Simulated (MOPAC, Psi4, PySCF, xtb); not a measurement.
Interaction energy of H3Al ··· Cl- (SMILES [AlH3] and [Cl-]) (charge -1). Monomers: optimised at B3LYP-D3(BJ) (def2-TZVP), held rigid. Orientation: lowest of the rigid-body minima from ten starts at GFN2-xTB (searched outside a hard wall at short contacts). The monomers approach along the line of their centres of mass (distance R); nothing else relaxes. The shortest distances reach bonding range, where SAPT0 and rigid monomers are unreliable.

Methods: PM3, restricted, heats of formation (MOPAC); RKS-B3LYP/6-31G* = restricted B3LYP/6-31G*, spherical d, no counterpoise correction run with PySCF; GFN1-xTB (xtb); CCSD(T)/aug-cc-pVDZ = Psi4 1.11 with DF-CCSD(T)/aug-cc-pVDZ, frozen core, counterpoise-corrected.

Interaction energies in kJ/mol; the last columns give the difference from CCSD(T):

| R / Å | PM3 | RKS-B3LYP/6-31G* | GFN1-xTB | CCSD(T)/aug-cc-pVDZ | PM3 − CCSD(T)/aug-cc-pVDZ | RKS-B3LYP/6-31G* − CCSD(T)/aug-cc-pVDZ | GFN1-xTB − CCSD(T)/aug-cc-pVDZ |
|---|---|---|---|---|---|---|---|
| 1.99 | -239.73 | -73.91 | -73.09 | -18.65 | -221.07 | -55.26 | -54.43 |
| 2.19 | -285.54 | -146.08 | -146.43 | -105.42 | -180.12 | -40.66 | -41.01 |
| 2.36 | -304.74 | -163.47 | -165.62 | -131.61 | -173.13 | -31.86 | -34.01 |
| 2.62 | -266.66 | -156.45 | -160.63 | -132.89 | -133.77 | -23.55 | -27.74 |
| 2.91 | -160.67 | -132.87 | -134.64 | -113.57 | -47.10 | -19.30 | -21.07 |
| 3.16 | -98.68 | -111.56 | -109.40 | -93.71 | -4.97 | -17.84 | -15.68 |
| 3.72 | -44.98 | -73.89 | -64.70 | -57.78 | 12.80 | -16.11 | -6.92 |
| 4.42 | -19.50 | -44.93 | -32.69 | -32.34 | 12.83 | -12.59 | -0.36 |
| 5.43 | -9.85 | -22.15 | -10.94 | -15.97 | 6.12 | -6.17 | 5.03 |
| 6.72 | -5.79 | -10.25 | -2.09 | -7.91 | 2.12 | -2.34 | 5.83 |

PM3 is furthest from CCSD(T)/aug-cc-pVDZ at 1.99 (-221.07 kJ/mol, below); its mean absolute difference over the points is 79.40 kJ/mol.

RKS-B3LYP/6-31G* is furthest from CCSD(T)/aug-cc-pVDZ at 1.99 (-55.26 kJ/mol, below); its mean absolute difference over the points is 22.57 kJ/mol.

GFN1-xTB is furthest from CCSD(T)/aug-cc-pVDZ at 1.99 (-54.43 kJ/mol, below); its mean absolute difference over the points is 21.21 kJ/mol.
